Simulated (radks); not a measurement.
Species: Sn V. Configuration: [Ar] 3d10 4s1.75 4p6 4d10 5d0.25 (fractional occupations, a model configuration).

All-electron calculation, Dirac Kohn-Sham, LDA (Slater exchange, VWN5 correlation), spin-unpolarised, spherical densities, finite nucleus; open shells fill j = l - 1/2 first; Fermi nuclear charge, rms radius 4.6519 fm. Program: a radial shooting solver on a logarithmic mesh with Libxc functionals.

Energy parts (eV):
total: -167857.233
kinetic: 176689.119
electron-nucleus: -405491.405
Hartree: 65257.365
exchange-correlation: -4312.312

Orbitals (lengths in bohr, moments of r in powers of bohr; <r^-3> diverges for s and p1/2; r(90%) holds 90 % of the orbital's charge):
\begin{tabular}{lrrrrrr}
orbital & occ. & eigenvalue (eV) & r(90%) & <1/r> & <r^-3> & small-component weight \\ \hline
1s1/2 & 2 & -29006.79 & 0.0522 & 53.03 & - & 3.37e-02 \\
2s1/2 & 2 & -4418.177 & 0.194 & 12.30 & - & 7.13e-03 \\
2p1/2 & 2 & -4132.548 & 0.174 & 12.29 & - & 7.16e-03 \\
2p3/2 & 4 & -3902.217 & 0.181 & 11.44 & 4297 & 6.83e-03 \\
3s1/2 & 2 & -889.6163 & 0.500 & 4.345 & - & 2.06e-03 \\
3p1/2 & 2 & -773.3473 & 0.497 & 4.257 & - & 2.00e-03 \\
3p3/2 & 4 & -731.2882 & 0.513 & 4.049 & 799.6 & 1.92e-03 \\
3d3/2 & 4 & -524.8894 & 0.493 & 3.898 & 125.7 & 1.80e-03 \\
3d5/2 & 6 & -516.1975 & 0.498 & 3.844 & 117.4 & 1.78e-03 \\
4s1/2 & 1.75 & -179.1651 & 1.18 & 1.716 & - & 5.64e-04 \\
4p1/2 & 2 & -140.2859 & 1.27 & 1.602 & - & 5.05e-04 \\
4p3/2 & 4 & -132.5485 & 1.31 & 1.534 & 147.1 & 4.77e-04 \\
4d3/2 & 4 & -71.1451 & 1.62 & 1.262 & 16.43 & 3.40e-04 \\
4d5/2 & 6 & -70.0355 & 1.64 & 1.246 & 15.19 & 3.33e-04 \\
5s1/2 & 0 & -48.0674 & 2.87 & 0.6519 & - & 1.14e-04 \\
5p1/2 & 0 & -38.5202 & 3.25 & 0.5754 & - & 9.24e-05 \\
5p3/2 & 0 & -37.4117 & 3.33 & 0.5583 & 21.30 & 8.87e-05 \\
5d3/2 & 0.25 & -24.2737 & 4.43 & 0.4234 & 2.116 & 5.74e-05 \\
5d5/2 & 0 & -24.1302 & 4.45 & 0.4208 & 1.986 & 5.70e-05 \\
4f5/2 & 0 & -19.0213 & 4.45 & 0.4566 & 0.2996 & 5.05e-05 \\
4f7/2 & 0 & -19.0077 & 4.45 & 0.4553 & 0.2953 & 5.02e-05 \\
6d3/2 & 0 & -13.2843 & 7.99 & 0.2415 & 0.8929 & 2.77e-05 \\
6d5/2 & 0 & -13.2235 & 8.03 & 0.2404 & 0.8397 & 2.76e-05 \\
\end{tabular}

The highest occupied level is 5d3/2 at -24.274 eV. The configuration is held as typed, so some empty levels lie below it. The density falls to 0.001 e/bohr^3 at r = 3.14 bohr.
